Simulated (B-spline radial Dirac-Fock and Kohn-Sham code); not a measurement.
Model: relaxed Dirac-Fock hole states (ΔSCF) with Breit and QED corrections and a finite nucleus. Program: a B-spline atomic structure program. Free neutral atoms.

**Question.** Order these X-ray lines by photon energy, lowest first.
A. Ar Kα2
B. K Kβ1
C. Sn Lγ3
D. Ag Lβ2
E. Tc Lγ3
F. La Lγ2

**Answer.** A (2955.5 eV), E (3009.1 eV), D (3349.0 eV), B (3590.3 eV), C (4377.1 eV), F (6050.9 eV).

Values without a named source are computed, but for edge energies of neutral atoms, which are taken from tables.
